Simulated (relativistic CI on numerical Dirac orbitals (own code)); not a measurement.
## Cr2+ in a cubic cluster: L2,3 absorption with charge transfer

Computed with a charge-transfer multiplet model of a cubic metal-ligand cluster with up to one ligand hole, Slater and spin-orbit integrals from Dirac-Coulomb-Breit ions, Slater integrals scaled by 0.9. The parameters are those of a tetrahedral site (10Dq negative, t2 hopping the larger). The ground state mixes d4 with configurations of k ligand holes L, whose averages lie at kΔ + k(k − 1)U_dd/2; a core hole lowers each added d electron by U_cd. 20 K, Lorentzian 0.4 eV and Gaussian 0.3 eV FWHM.

Atomic integrals in eV (Slater integrals scaled, ζ unscaled), ground: F2dd 8.634, F4dd 5.365, zeta_d 0.027; with the core hole: F2dd 9.411, F4dd 5.854, zeta_d 0.040, zeta_core 5.624, F2cd 5.290, G1cd 3.859, G3cd 2.190.

Cluster parameters (eV): U_dd = 6.4, U_cd = 8.2, 10Dq = -0.15, 10Dq(ligand) = 0, V(eg) = 1.48, V(t2g) = -2.51, final-state hopping factor = 0.8.

```
      Case   n_d    d4   d5L     S
Δ = 6.7 eV  4.23  0.77  0.23  2.00
Δ = 7.7 eV  4.20  0.80  0.20  2.00
Δ = 9.7 eV  4.16  0.84  0.16  2.00
```

Weights, n_d and S are thermal averages at 20 K. Photon energies count from the first peak over 30 % of the highest in each spectrum, which can be another peak from case to case. The parameters are a model scan and need not match a compound or its usual spin state. Peaks in eV (height, largest 100):
- Δ = 6.7 eV: -2.3 (9), 0.0 (100), 1.0 (71), 2.4 (41), 5.1 (19), 6.6 (12), 7.8 (15), 9.3 (27), 10.2 (24)
- Δ = 7.7 eV: -2.4 (10), 0.0 (100), 1.0 (68), 2.5 (44), 5.2 (22), 6.0 (14), 7.9 (15), 9.2 (27)
- Δ = 9.7 eV: -2.5 (11), 0.0 (100), 1.1 (64), 2.5 (48), 5.2 (23), 6.2 (19), 7.8 (16), 9.2 (28), 9.8 (25)

Curve for Δ = 6.7 eV (points under 2 left out, the grid thinned):

```json
{"E (eV)": "-4.0", "Intensity": "2.4"}
{"E (eV)": "-3.6", "Intensity": "3.6"}
{"E (eV)": "-3.2", "Intensity": "3.9"}
{"E (eV)": "-2.8", "Intensity": "7.0"}
{"E (eV)": "-2.5", "Intensity": "8.4"}
{"E (eV)": "-2.1", "Intensity": "7.6"}
{"E (eV)": "-1.7", "Intensity": "8.1"}
{"E (eV)": "-1.3", "Intensity": "14.0"}
{"E (eV)": "-0.9", "Intensity": "19.7"}
{"E (eV)": "-0.5", "Intensity": "42.6"}
{"E (eV)": "-0.1", "Intensity": "94.8"}
{"E (eV)": "0.2", "Intensity": "85.3"}
{"E (eV)": "0.6", "Intensity": "64.8"}
{"E (eV)": "1.0", "Intensity": "71.0"}
{"E (eV)": "1.4", "Intensity": "56.3"}
{"E (eV)": "1.8", "Intensity": "48.2"}
{"E (eV)": "2.2", "Intensity": "40.7"}
{"E (eV)": "2.6", "Intensity": "39.5"}
{"E (eV)": "3.0", "Intensity": "23.8"}
{"E (eV)": "3.3", "Intensity": "14.5"}
{"E (eV)": "3.7", "Intensity": "9.6"}
{"E (eV)": "4.1", "Intensity": "8.7"}
{"E (eV)": "4.5", "Intensity": "9.9"}
{"E (eV)": "4.9", "Intensity": "15.9"}
{"E (eV)": "5.3", "Intensity": "17.6"}
{"E (eV)": "5.7", "Intensity": "13.3"}
{"E (eV)": "6.0", "Intensity": "11.9"}
{"E (eV)": "6.4", "Intensity": "11.6"}
{"E (eV)": "6.8", "Intensity": "11.2"}
{"E (eV)": "7.2", "Intensity": "9.2"}
{"E (eV)": "7.6", "Intensity": "12.9"}
{"E (eV)": "8.0", "Intensity": "14.6"}
{"E (eV)": "8.4", "Intensity": "14.0"}
{"E (eV)": "8.8", "Intensity": "20.6"}
{"E (eV)": "9.1", "Intensity": "25.7"}
{"E (eV)": "9.5", "Intensity": "26.1"}
{"E (eV)": "9.9", "Intensity": "23.4"}
{"E (eV)": "10.3", "Intensity": "23.8"}
{"E (eV)": "10.7", "Intensity": "17.2"}
{"E (eV)": "11.1", "Intensity": "15.2"}
{"E (eV)": "11.5", "Intensity": "12.0"}
{"E (eV)": "11.8", "Intensity": "10.3"}
{"E (eV)": "12.2", "Intensity": "5.8"}
{"E (eV)": "12.6", "Intensity": "2.9"}
{"E (eV)": "13.0", "Intensity": "2.1"}
```

For the case Δ = 6.7 eV, Δ = 6.7 eV is larger than U_dd = 6.4 eV, the Mott-Hubbard side of the Zaanen-Sawatzky-Allen scheme. With the core hole the configuration with one ligand hole lies at Δ + U_dd − U_cd = 4.9, 5.9, 7.9 eV from the one without, in the order of the table; where this is negative the screened configuration lies lower, though the effective hopping of about 4.2 eV (from the holes of the mixed ground state) mixes the two strongly wherever it is as large as the gap.

With at most 1 ligand hole the space is cut while the next configuration still counts, so covalency is underestimated, and a final configuration with one more ligand hole, which can lie low, is missing from the spectra.
